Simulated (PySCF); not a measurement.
C4H10Be. Atoms are numbered in the order given.

```xyz
15

Be     0.0000     0.0000     0.2108
C      0.6163     1.5679     0.2125
C     -0.3333     2.6977    -0.2378
H      0.9961     1.7938     1.2301
H      1.5260     1.5813    -0.4230
H     -0.6929     2.5444    -1.2695
H     -1.2282     2.7613     0.4043
H      0.1496     3.6900    -0.2118
C     -0.6163    -1.5679     0.2125
C      0.3333    -2.6977    -0.2378
H     -0.9961    -1.7938     1.2301
H     -1.5260    -1.5813    -0.4230
H      0.6929    -2.5444    -1.2695
H      1.2282    -2.7613     0.4043
H     -0.1496    -3.6900    -0.2118
```

Geometry: B3LYP-D3(BJ)/def2-SVP. The isomer is the one that the SMILES or the coordinates give; other isomers of the formula were not compared. Other conformers were not sampled.

The numbers are results of IEF-PCM-PBE0/def2-SVP (PySCF 2.14.0), not measurements.

The values are the electrostatic part of the solvation free energy, E(continuum) − E(gas) at the gas-phase geometry, in a cavity of scaled van der Waals radii (PySCF's table); cavitation and dispersion terms are not included. A continuum can't describe solvent molecules that bind to the metal. In vacuum the orbital gap is 7.60 eV. The dipole moment in vacuum is 0.07 D.

```
solvent             ε  ΔG(elec) (kcal/mol)  dipole (D)  gap (eV)
--------------  -----  -------------------  ----------  --------
water           78.36                 -1.8        0.09      7.78
acetone         20.49                 -1.7        0.09      7.77
ethylethanoate   5.99                 -1.4        0.09      7.73
```
